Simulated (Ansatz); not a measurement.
K2Te, relaxed as a singlet with RKS PBE-D4/def2-TZVP in Ansatz, starting from the GFN1-xTB geometry. Force threshold 0.02 eV/Å.

In the def2 sets Te takes a core potential; there is no spin–orbit coupling. The structure comes from a short search, and lower isomers may exist.

Start:

```xyz
3

K    -0.303    1.058    2.048
K    -1.372   -0.018   -1.137
Te    1.674   -1.040   -0.911
```

```
step  energy (eV)  largest force component (eV/Å)  SCF passes
   1  -39931.7998                           0.844          25
   2  -39932.1600                           0.839          26
   3  -39932.5003                           0.702          25
   4  -39932.7462                           0.334          26
   5  -39932.8840                           0.202          22
   6  -39932.8843                           0.753          25
   7  -39932.9865                           0.265          21
   8  -39933.0117                           0.042          20
   9  -39933.0126                           0.037          22
  10  -39933.0130                           0.002          23
```

Force components are those of the run's own axes.

End:

Cartesian coordinates in Å:
```
K 0.6603 0.8934 2.4640
K -1.5795 -0.4107 -2.1546
Te 0.9192 -0.4827 -0.3095
```

By distances, no bond broke or formed, bridged metal pairs apart. The bond that changes most is K1–Te3, from 4.13 to 3.11 Å (atoms count from 1). Metal–metal contacts that move far: K1–K2 3.53 to 5.30 Å. The end is the same structure that another start reached, the lowest one found.

No frequencies were taken in this run, so the end may be a saddle point.

Hardware: 4 threads of Arm Neoverse V1 on a shared host. Wall time 10 s.
